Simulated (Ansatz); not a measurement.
Geometry optimisation, RKS BHLYP/6-31G* in Ansatz 0.2.0.

Input:

```yaml
crystal:
  periodic: [false, false, false]
  atoms:
    - { symbol: B, position_ang: [-1.2813, 0.4886, -0.4131] }
    - { symbol: C, position_ang: [0.1668, -0.0373, -0.4308] }
    - { symbol: C, position_ang: [0.5354, -0.5588, 0.9441] }
    - { symbol: O, position_ang: [0.3652, -1.0439, -1.3933] }
    - { symbol: S, position_ang: [1.2967, 1.3134, -0.9225] }
    - { symbol: H, position_ang: [-1.9852, 0.5204, 0.5572] }
    - { symbol: H, position_ang: [-1.7675, 0.9814, -1.4117] }
    - { symbol: H, position_ang: [0.5493, 0.264, 1.7133] }
    - { symbol: H, position_ang: [1.6132, -0.9302, 0.9742] }
    - { symbol: H, position_ang: [-0.1011, -1.3874, 1.2952] }
    - { symbol: H, position_ang: [-0.2946, -1.8143, -1.0871] }
    - { symbol: H, position_ang: [0.9801, 2.1488, 0.2084] }
basis:
  gaussian: { orbitals: "6-31G*" }
hamiltonian:
  xc: { name: BHLYP }
relax:
  f_tol: 0.02
  max_steps: 50
output:
  orbitals: {}
```

Command:

```bash
$ ansatz run input.yaml --threads 2 --pin off --max-ram 3072MiB --backend cpu --events-out ev --progress --plain --runs-dir out
```

Where does it end, and by what steps?

The run converged. After 17 steps the energy has fallen by 1.483 eV; H11 moved furthest, 0.91 Å. Parted: C2–S5 (1.83 → 2.51 Å). Joined: B1–S5 (2.75 → 1.97 Å).

```json
{"step": "0", "energy less start (eV)": "0.0000", "largest force component (eV/Å)": "2.908", "accepted": "yes"}
{"step": "1", "energy less start (eV)": "-0.5610", "largest force component (eV/Å)": "1.261", "accepted": "yes"}
{"step": "2", "energy less start (eV)": "-0.6755", "largest force component (eV/Å)": "0.790", "accepted": "yes"}
{"step": "3", "energy less start (eV)": "-0.7870", "largest force component (eV/Å)": "0.512", "accepted": "yes"}
{"step": "4", "energy less start (eV)": "-0.8833", "largest force component (eV/Å)": "1.393", "accepted": "yes"}
{"step": "5", "energy less start (eV)": "-1.0160", "largest force component (eV/Å)": "0.804", "accepted": "yes"}
{"step": "6", "energy less start (eV)": "-1.0661", "largest force component (eV/Å)": "1.983", "accepted": "yes"}
{"step": "7", "energy less start (eV)": "-1.1647", "largest force component (eV/Å)": "0.861", "accepted": "yes"}
{"step": "8", "energy less start (eV)": "-1.1864", "largest force component (eV/Å)": "1.024", "accepted": "yes"}
{"step": "9", "energy less start (eV)": "-1.3183", "largest force component (eV/Å)": "0.638", "accepted": "yes"}
{"step": "10", "energy less start (eV)": "-1.3715", "largest force component (eV/Å)": "0.397", "accepted": "yes"}
{"step": "11", "energy less start (eV)": "-1.3324", "largest force component (eV/Å)": "2.457", "accepted": "no"}
{"step": "12", "energy less start (eV)": "-1.4215", "largest force component (eV/Å)": "0.339", "accepted": "yes"}
{"step": "13", "energy less start (eV)": "-1.4571", "largest force component (eV/Å)": "0.783", "accepted": "yes"}
{"step": "14", "energy less start (eV)": "-1.4765", "largest force component (eV/Å)": "0.270", "accepted": "yes"}
{"step": "15", "energy less start (eV)": "-1.4806", "largest force component (eV/Å)": "0.183", "accepted": "yes"}
{"step": "16", "energy less start (eV)": "-1.4823", "largest force component (eV/Å)": "0.085", "accepted": "yes"}
{"step": "17", "energy less start (eV)": "-1.4829", "largest force component (eV/Å)": "0.018", "accepted": "yes"}
```

```xyz
12
Properties=species:S:1:pos:R:3
B -1.003 0.684 -0.519
C -0.048 -0.508 -0.166
C 0.643 -0.736 1.127
O 0.235 -1.431 -1.038
S 0.564 1.778 -0.991
H -1.611 1.144 0.398
H -1.619 0.460 -1.528
H 0.622 0.151 1.745
H 1.663 -1.081 0.985
H 0.092 -1.525 1.642
H -0.292 -1.285 -1.833
H 0.831 2.296 0.213
```

Run time: 48 s on 2 threads of Intel(R) Xeon(R) Platinum 8488C (Sapphire Rapids) (shared host), peak memory 0.22 GiB.
